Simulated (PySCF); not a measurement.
OSc, SMILES [O]=[Sc] (connectivity only; charge and spin as stated), neutral, multiplicity 2.

Geometry optimised at B3LYP-D3(BJ)/def2-TZVPD.

Two levels are set side by side: PBE/def2-TZVPD (PySCF) and CAM-B3LYP/def2-TZVPD (PySCF). Same geometry, gas phase. Differences are taken from unrounded values.

```
quantity                       PBE
---------------------------  -----
α-spin orbital gap (eV)       1.11
β-spin orbital gap (eV)       3.74
dipole moment (D)             3.52
mean polarisability (bohr³)  111.7
```

Task: These are the PBE values. What does CAM-B3LYP give? (An estimate is asked for; the answer gives what the named calculation found.)

Result: 
```csv
quantity,CAM-B3LYP,PBE minus CAM-B3LYP
α-spin orbital gap (eV),5.13,-4.02
β-spin orbital gap (eV),7.57,-3.83
dipole moment (D),4.11,-0.59
mean polarisability (bohr³),104.0,7.7
```

PBE's more diffuse valence density responds more strongly to a field. Differences between two approximate levels are no errors against the true value.

Rough cost on one machine, each run with all the roots and properties that it gave: CAM-B3LYP against PBE within a factor of 2.
